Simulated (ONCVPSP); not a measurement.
## Reading a pseudo-wave (O (Z = 8))

Columns: radius, all-electron u(r) and pseudo u(r) of the 2p shell (level -9.02 eV) of oxygen in the configuration [He] 2s2 2p4; BLYP, scalar-relativistic, ONCV scheme, ONCVPSP 4.0.1.

| r (bohr) | all-electron | pseudo |
| --- | --- | --- |
| 0.062 | 0.0462 | 0.0213 |
| 0.125 | 0.1485 | 0.0838 |
| 0.188 | 0.2692 | 0.1793 |
| 0.250 | 0.3871 | 0.2946 |
| 0.312 | 0.4943 | 0.4184 |
| 0.375 | 0.5883 | 0.5409 |
| 0.438 | 0.6660 | 0.6497 |
| 0.500 | 0.7269 | 0.7365 |
| 0.562 | 0.7736 | 0.8003 |
| 0.625 | 0.8076 | 0.8414 |
| 0.688 | 0.8298 | 0.8621 |
| 0.750 | 0.8417 | 0.8672 |
| 0.812 | 0.8453 | 0.8624 |
| 0.875 | 0.8421 | 0.8515 |
| 0.938 | 0.8332 | 0.8373 |
| 1.000 | 0.8200 | 0.8214 |
| 1.062 | 0.8035 | 0.8038 |
| 1.125 | 0.7840 | 0.7840 |
| 1.188 | 0.7625 | 0.7625 |
| 1.250 | 0.7400 | 0.7400 |
| 1.312 | 0.7165 | 0.7165 |
| 1.375 | 0.6920 | 0.6920 |
| 1.438 | 0.6673 | 0.6673 |
| 1.500 | 0.6429 | 0.6429 |
| 1.562 | 0.6186 | 0.6186 |
| 1.625 | 0.5943 | 0.5943 |

(1) How many radial nodes do the two functions have?

(2) At about which radius was the pseudo-wave matched?

(3) Is the pseudo-wave norm-conserving?

Results:

(1) The all-electron 2p function has n − l − 1 = 0; the pseudo-wave has 0.

(2) 1.25 bohr. The columns agree to 0.0005 from 1.06 bohr on; several derivatives are matched, so the curves merge somewhat inside the radius.

(3) Yes: the ONCV scheme keeps the norm inside the radius equal to the all-electron one, which fixes the energy derivative of the logarithmic derivative at the level.
